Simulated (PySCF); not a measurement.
```xyz
6

O      1.2886    -0.3459    -0.3323
Ge    -0.4434    -0.0361    -0.0264
H      1.8540     0.2357     0.1863
H     -0.7651    -0.2699     1.4598
H     -1.1622    -1.0437    -0.9211
H     -0.7946     1.4116    -0.4104
```

Charge 0, multiplicity 1.

### Question
Give the Mulliken and meta-Löwdin atomic charges from r2SCAN-D4/def2-TZVP (PySCF 2.14.0).

### Answer

```tsv
atom	Mulliken (e)	meta-Löwdin (e)
O1	-0.57	-0.73
Ge2	0.30	0.61
H3	0.31	0.34
H4	-0.02	-0.08
H5	0.00	-0.06
H6	-0.02	-0.08
```
